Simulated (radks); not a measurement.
The numbers below are computed, except where a source is named.
The nitrogen anion N3-, [Ne], held by a Watson sphere: a shell of charge +3 at radius R that stands for the Madelung well of a crystal (potential energy -3/R inside, -3/r outside, in hartree with lengths in bohr). Code: a radial shooting solver on a logarithmic mesh with Libxc functionals. Model: scalar-relativistic Kohn-Sham, PBEsol, spin-polarised, spherical densities, finite nucleus; Fermi nuclear charge, rms radius of each element as measured or else 0.836 A^(1/3) + 0.57 fm. Response by self-consistent Sternheimer equations with the Hartree and adiabatic LDA kernel, the relativistic mass of each level held fixed and spin-orbit coupling left out. The sphere does not respond.

[
 {"R (bohr)": "2.08", "e(1s) (eV)": "-376.37", "e(2s) (eV)": "-18.024", "e(2p) (eV)": "-7.207", "<r> 2p (bohr)": "1.784", "sum of <r^2> (bohr^2)": "30.05", "X-ray form factor at sin(theta)/lambda = 0.1 1/angstrom": "8.149", "alpha (bohr^3)": "22.44"},
 {"R (bohr)": "2.55", "e(1s) (eV)": "-376.95", "e(2s) (eV)": "-16.167", "e(2p) (eV)": "-5.825", "<r> 2p (bohr)": "1.976", "sum of <r^2> (bohr^2)": "36.62", "X-ray form factor at sin(theta)/lambda = 0.1 1/angstrom": "7.855", "alpha (bohr^3)": "38.16"},
 {"R (bohr)": "2.61", "e(1s) (eV)": "-376.99", "e(2s) (eV)": "-15.975", "e(2p) (eV)": "-5.674", "<r> 2p (bohr)": "2.000", "sum of <r^2> (bohr^2)": "37.50", "X-ray form factor at sin(theta)/lambda = 0.1 1/angstrom": "7.818", "alpha (bohr^3)": "40.77"},
 {"R (bohr)": "2.82", "e(1s) (eV)": "-377.09", "e(2s) (eV)": "-15.375", "e(2p) (eV)": "-5.185", "<r> 2p (bohr)": "2.085", "sum of <r^2> (bohr^2)": "40.67", "X-ray form factor at sin(theta)/lambda = 0.1 1/angstrom": "7.695", "alpha (bohr^3)": "51.26"},
 {"R (bohr)": "3.13", "e(1s) (eV)": "-377.17", "e(2s) (eV)": "-14.669", "e(2p) (eV)": "-4.573", "<r> 2p (bohr)": "2.209", "sum of <r^2> (bohr^2)": "45.64", "X-ray form factor at sin(theta)/lambda = 0.1 1/angstrom": "7.520", "alpha (bohr^3)": "71.13"},
 {"R (bohr)": "3.62", "e(1s) (eV)": "-377.18", "e(2s) (eV)": "-13.894", "e(2p) (eV)": "-3.825", "<r> 2p (bohr)": "2.405", "sum of <r^2> (bohr^2)": "54.29", "X-ray form factor at sin(theta)/lambda = 0.1 1/angstrom": "7.265", "alpha (bohr^3)": "115.8"},
 {"R (bohr)": "3.67", "e(1s) (eV)": "-377.18", "e(2s) (eV)": "-13.834", "e(2p) (eV)": "-3.761", "<r> 2p (bohr)": "2.425", "sum of <r^2> (bohr^2)": "55.23", "X-ray form factor at sin(theta)/lambda = 0.1 1/angstrom": "7.241", "alpha (bohr^3)": "121.4"},
 {"R (bohr)": "3.7", "e(1s) (eV)": "-377.17", "e(2s) (eV)": "-13.799", "e(2p) (eV)": "-3.724", "<r> 2p (bohr)": "2.437", "sum of <r^2> (bohr^2)": "55.80", "X-ray form factor at sin(theta)/lambda = 0.1 1/angstrom": "7.226", "alpha (bohr^3)": "124.9"}
]
